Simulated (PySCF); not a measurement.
## Exercise with solution: dipole moment from atomic charges

Si(CF3)(Cl)(H)2 (CH₂ClF₃Si), SMILES FC([SiH2]Cl)(F)F. Atoms are numbered in the order given.

```xyz
8

Si     0.9192     0.5878     0.0000
Cl    -0.3966     2.1655     0.0000
C     -0.0969    -1.0534     0.0000
F     -0.8771    -1.1705    -1.0791
F     -0.8771    -1.1705     1.0791
F      0.7509    -2.0961     0.0000
H      1.7423     0.6058    -1.2348
H      1.7423     0.6058     1.2348
```
Charge 0, spin multiplicity 1.

Coordinates come from a PBE0-D3(BJ)/def2-SVP optimisation.

Charges (e) from PBE0/def2-TZVP in PySCF:

```json
[
 {"atom": "Si1", "Mulliken": "0.306", "ESP fit": "0.009"},
 {"atom": "Cl2", "Mulliken": "-0.216", "ESP fit": "-0.062"},
 {"atom": "C3", "Mulliken": "0.356", "ESP fit": "0.378"},
 {"atom": "F4", "Mulliken": "-0.155", "ESP fit": "-0.145"},
 {"atom": "F5", "Mulliken": "-0.155", "ESP fit": "-0.145"},
 {"atom": "F6", "Mulliken": "-0.161", "ESP fit": "-0.140"},
 {"atom": "H7", "Mulliken": "0.013", "ESP fit": "0.052"},
 {"atom": "H8", "Mulliken": "0.013", "ESP fit": "0.052"}
]
```

The dipole moment of the full density is 1.78 D.

### Question
What dipole moment does each set of point charges give, and which comes closer to that of the density?

### Answer

μ = Σ q r, and 1 e Å = 4.8032 D.
Mulliken: Σ q r = (0.529, 0.053, 0.000) e Å, |μ| = 2.55 D.
ESP fit: Σ q r = (0.327, 0.169, 0.000) e Å, |μ| = 1.77 D.
ESP fit comes closer in size. Point charges leave out the atoms' own dipoles (lone pairs, polarised bonds); fits to the potential absorb them, partitions of the density don't.
